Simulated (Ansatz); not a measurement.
## Worked example: CH2ClI + CBrCl2 → CH2I + CBrCl3

Species: CH2ClI (chloroiodomethane) `ClCI`, singlet; CBrCl2 `Cl[C](Cl)Br`, doublet; CH2I `[CH2]I`, doublet; CBrCl3 (bromotrichloromethane) `ClC(Cl)(Cl)Br`, singlet. A radical takes Cl: the energy is the difference in strength between two C–Cl bonds in different surroundings.

Shapes, held fixed at every level: PBE0-D4/def2-TZVP. Programs: Ansatz 0.2.0. The zero-point and thermal change to 298 K, harmonic and unscaled (PBE0-D4/def2-TZVP), is -8.7 kJ/mol.

At CCSD(T)/def2-TZVPP; 1 Eh = 2625.50 kJ/mol:

| species | energy (Eh) |
| --- | --- |
| CH2ClI | -796.094860 |
| CBrCl2 | -3530.123351 |
| CH2I | -336.304731 |
| CBrCl3 | -3989.893192 |

Q: Work out ΔH(298 K) of the reaction at this level.

A: 
1. Products less reactants: (-336.304731) + (-3989.893192) − [(-796.094860) + (-3530.123351)] = 0.020288 Eh = +53.3 kJ/mol.
2. With the thermal change: +53.3 + (-8.7) = +44.6 kJ/mol.

Other levels give +37.8 (MP2/def2-SVP) to +54.8 kJ/mol (HF/def2-SVP). No measured value is set beside it here. Open shells run unrestricted unless RO is named. For atoms past krypton def2 sets carry core potentials with scalar relativity. Relativity is left out for Br unless named. Correlated rows may include outer-core shells of Br, I, which these sets cover unevenly.
